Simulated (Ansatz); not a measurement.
The first iterations of a band of BFH₂In (5 atoms, charge 0, multiplicity 2).

The calculation used UKS BHLYP/def2-SVP (Ansatz).

```json
{
  "movable images": "7",
  "climbing image": "yes",
  "spring": "5.0 eV/Å²",
  "optimiser": "quadratic models (default)",
  "start path": "straight line",
  "force threshold": "0.03 eV/Å",
  "iteration limit": "53",
  "end points": "relaxed"
}
```

Image 0:

```xyz
5
Properties=species:S:1:pos:R:3
F 0.675 -1.730 1.830
B 0.614 -1.012 0.775
In -0.340 0.580 -0.464
H -1.355 0.034 -1.740
H 0.407 2.129 -0.402
```

Image 8:

```xyz
5
Properties=species:S:1:pos:R:3
F 0.288 -1.557 2.074
B -0.118 -0.684 1.233
In 0.052 0.404 -0.708
H -0.991 -0.128 -1.969
H 0.769 1.966 -0.630
```

| iteration | highest image above the first end (eV) | largest band force component (eV/Å) |
| --- | --- | --- |
| 1 | 0.160 | 3.237 |
| 2 | 0.048 | 0.998 |

Task: Does the band converge within its limit, and where does its top end?

Result: The run converged. It ended after 6 iterations with the highest image 0.029 eV above the first end. Another band between the same ends (7 images) ends at a top of the same energy, where a vibrational analysis finds 1 clearly imaginary mode.

The run took 2.6 min on 1 thread of AMD EPYC 7R43 64-Core Processor (Zen 3), on a shared host, peak memory 0.18 GiB.
